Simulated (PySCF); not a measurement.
# How methods differ on the excitation energy of Sn

Sn [Kr] 4d10 5s2 5p2 (3P) → Sn [Kr] 4d10 5s2 5p1 5d1 (high-spin determinant), as a difference of total energies. Calculation: PySCF 2.14, in aug-cc-pVTZ-PP with ECP28MDF; a scalar-relativistic core potential. Correlated levels: valence: 4s2 4p6 4d10 frozen. The calculations carry no spin-orbit coupling.

```
           method  excitation energy (eV)
              UHF                   5.709
              LDA                   5.464
              PBE                   5.272
             PBE0                   5.475
           r2SCAN                   5.641
             TPSS                   5.379
          r2SCANh                   5.685
           B2PLYP                   5.543
           revPBE                   5.215
    MP2 (valence)                   5.751
SCS-MP2 (valence)                   5.736
```

Q: How much does correlation contribute at MP2 (valence)?

A: 5.751 − (5.709) = 0.042 eV, measured against UHF.

The promoted electron is Rydberg-like, and one or two diffuse shells describe it only roughly, which tends to raise the upper state.

The determinant of the upper state mixes LS terms, which raises its energy above the lowest term, most at the Hartree-Fock and MP2 levels.
